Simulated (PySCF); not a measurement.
A geometry optimisation, step by step.

Compound: C2H4SSe.
Bonds: C1–S2, S2–C3, C3–Se4 (double). Hydrogens: H5, H6, H7 on C1; H8 on C3.

Method: PySCF, PBE0-D3(BJ)/def2-SVP geometry optimisation, gas phase; density fitting, grid level 1; the optimiser is geomeTRIC in internal coordinates, started from a GFN2-xTB structure with every atom displaced at random (about 0.01 Å). The frame can shift and turn from step to step; on so coarse a grid that alone can change the energy by a few meV, and forces under 0.02 eV/Å are noise.

Step 0: E = -78296.7896 eV, largest atomic force 2.204 eV/Å
```
atom  x, y, z in Å  |  force x, y, z in eV/Å
C1     -1.180   -0.172    0.535   -0.945   1.891  -0.623
S2     -0.049    1.203    0.206   -0.329  -0.224   0.072
C3      1.438    0.390    0.150    0.962   0.129  -0.043
Se4     1.823   -1.327    0.366   -0.056   0.014  -0.020
H5     -2.197    0.278    0.572    0.401  -0.186   0.014
H6     -0.939   -0.615    1.470    0.347  -0.714   1.108
H7     -1.125   -0.869   -0.280    0.108  -0.735  -0.549
H8      2.283    1.092   -0.036   -0.489  -0.174   0.041
```

Step 1: E = -78296.8101 eV, largest atomic force 0.717 eV/Å
```
atom  x, y, z in Å  |  force x, y, z in eV/Å
C1     -0.914   -0.761    0.421   -0.105  -0.537   0.155
S2     -0.623    1.006    0.419    0.302  -0.177  -0.075
C3      1.087    1.155    0.302   -0.172  -0.617   0.046
Se4     2.352   -0.094    0.128   -0.496   0.511   0.079
H5     -1.999   -0.916    0.401   -0.161   0.182   0.029
H6     -0.525   -1.227    1.345    0.091   0.158  -0.184
H7     -0.491   -1.288   -0.450    0.195   0.285   0.041
H8      1.305    2.224    0.380    0.346   0.195  -0.090
```

Step 2: E = -78296.8399 eV, largest atomic force 0.377 eV/Å
```
atom  x, y, z in Å  |  force x, y, z in eV/Å
C1     -0.901   -0.764    0.425   -0.217  -0.305   0.043
S2     -0.639    1.004    0.427   -0.003   0.144   0.002
C3      1.063    1.158    0.307   -0.300  -0.136   0.037
Se4     2.257   -0.132    0.149    0.234   0.065   0.005
H5     -1.988   -0.927    0.407   -0.005   0.111   0.020
H6     -0.484   -1.220    1.336    0.077   0.048  -0.073
H7     -0.451   -1.244   -0.457    0.100   0.113   0.021
H8      1.333    2.224    0.352    0.114  -0.040  -0.056
```

Step 3: E = -78296.8314 eV, largest atomic force 0.902 eV/Å
```
atom  x, y, z in Å  |  force x, y, z in eV/Å
C1     -0.926   -0.775    0.426   -0.146  -0.027  -0.018
S2     -0.644    0.988    0.454    0.110   0.107  -0.002
C3      1.054    1.115    0.319   -0.171   0.884  -0.049
Se4     2.342   -0.068    0.213    0.204  -0.558  -0.018
H5     -2.020   -0.910    0.435    0.167  -0.079  -0.015
H6     -0.464   -1.245    1.303    0.003  -0.087   0.075
H7     -0.475   -1.191   -0.484   -0.051  -0.120  -0.039
H8      1.325    2.186    0.281   -0.116  -0.121   0.065
```

Step 4: E = -78296.8543 eV, largest atomic force 0.062 eV/Å
```
atom  x, y, z in Å  |  force x, y, z in eV/Å
C1     -0.916   -0.772    0.423   -0.021  -0.040   0.018
S2     -0.644    1.000    0.444    0.042   0.037  -0.026
C3      1.055    1.144    0.313   -0.040  -0.001   0.005
Se4     2.297   -0.111    0.206   -0.020   0.012  -0.007
H5     -2.004   -0.922    0.433    0.011   0.010   0.003
H6     -0.457   -1.240    1.306    0.018   0.001   0.002
H7     -0.472   -1.210   -0.482    0.004  -0.001  -0.005
H8      1.332    2.210    0.301    0.006  -0.019   0.010
```

Step 5: E = -78296.8546 eV, largest atomic force 0.026 eV/Å
```
atom  x, y, z in Å  |  force x, y, z in eV/Å
C1     -0.914   -0.771    0.423   -0.016  -0.011   0.002
S2     -0.647    1.003    0.435    0.013   0.001  -0.007
C3      1.052    1.144    0.312   -0.017   0.010   0.016
Se4     2.290   -0.115    0.204    0.009  -0.004  -0.007
H5     -2.002   -0.923    0.437   -0.001  -0.001   0.003
H6     -0.450   -1.233    1.306    0.010   0.005   0.000
H7     -0.471   -1.212   -0.482   -0.004  -0.002   0.000
H8      1.333    2.207    0.311    0.006   0.001  -0.007
```

**Question.** Summarise the path.

**Answer.** The energy falls by 6.28 kJ/mol from step 0 to step 5; nine tenths of that is first reached at step 4. It rises by more than 0.2 meV at step 3. The largest force goes from 2.204 to 0.026 eV/Å. Among the bonds C1–H6 changes most, from 1.062 to 1.099 Å; the atoms move by 0.043 Å rms after alignment.

**Question.** Follow the three bonds and two angles with the largest change from start to end.

**Answer.** 
```csv
step,E above end (kJ/mol),largest force (eV/Å),C1–H6 (Å),C1–H7 (Å),C1–S2 (Å),H6–C1–H7 (°),Se4–C3–H8 (°)
0,6.28,2.204,1.062,1.073,1.811,112.7,117.7
1,4.29,0.717,1.106,1.103,1.790,108.9,123.3
2,1.42,0.377,1.101,1.100,1.787,109.1,123.1
3,2.24,0.902,1.096,1.098,1.786,109.1,118.1
4,0.03,0.062,1.099,1.099,1.793,108.9,120.6
5,0.00,0.026,1.099,1.100,1.794,108.8,120.6
```

What follows is the cost of the whole optimisation. The run took 19 s on one thread, AMD EPYC 7B13 (x86_64), no GPU, shared host, and the process peaked at 0.40 GiB of memory.
